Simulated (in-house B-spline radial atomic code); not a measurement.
Binding energies in Re⁶⁺

NIST's tabulated ground configuration is [Xe] 4f14 5d1; each binding energy is the energy of the ion with one electron taken from that subshell, relaxed, less that of the parent. Level of theory: Dirac-Hartree-Fock, average of configuration, Fermi nucleus of rms radius 5.3698 fm; calculated with an all-electron radial atomic-structure program (B-spline basis). Energies include first-order Breit, QED and recoil terms.

```
subshell  X-ray name  binding energy (eV)  -ε (eV)  relaxation (eV)
      1s           K              71765.9  72217.5             86.2
      2s          L1              12628.8  12724.7             50.5
   2p1/2          L2                12053  12152.5             55.0
   2p3/2          L3              10629.5  10710.0             51.8
      3s          M1               3032.7   3069.3             27.4
   3p1/2          M2               2778.2   2815.1             28.4
   3p3/2          M3               2465.3   2497.1             26.7
      4s          N1                  724    735.9              9.9
   4p1/2          N2                617.3    628.8              9.7
   4p3/2          N3                544.3    553.8              8.6
      5s          O1                175.3    176.9              1.2
   5p1/2          O2                138.8    140.1              1.1
   4f5/2          N6                133.2    140.1              7.0
   4f7/2          N7                130.8    137.4              6.8
   5p3/2          O3                126.6    127.6              0.9
      5d        O4,5                80.78    81.16             0.38
```

Relaxation = -ε minus the binding energy without Breit, QED and recoil terms.

Emission lines follow as differences of binding energies, with λ = 12398.42 eV·Å / E:

```tsv
line	holes	energy (eV)	wavelength (Å)
K-L3	1s → 2p3/2	61136.4	0.2028
K-L2	1s → 2p1/2	59712.9	0.20763
K-M3	1s → 3p3/2	69300.6	0.17891
L1-M3	2s → 3p3/2	10163.5	1.2199
L3-M1	2p3/2 → 3s	7596.8	1.6321
```

Problem. What screening constant σ does Moseley's law, E = (3/4)·13.6057 eV·(Z - σ)², need for K-L3?

Solution. σ = -2.40.

Moseley's non-relativistic formula needs a falling, then negative, screening constant for heavy elements, because relativity binds the 1s electron more strongly than the formula allows.

Problem. What does it cost to remove both a 4f5/2 and a 5p1/2 electron?

Solution. 294 eV, which is 22.02 eV more than the two single binding energies together.

Problem. What does it cost to remove both a 4s and a 4p1/2 electron?

Solution. 1371.5 eV, which is 30.19 eV more than the two single binding energies together.

Problem. What does it cost to remove both a 4p3/2 and a 4f5/2 electron?

Solution. 709.29 eV, which is 31.77 eV more than the two single binding energies together.
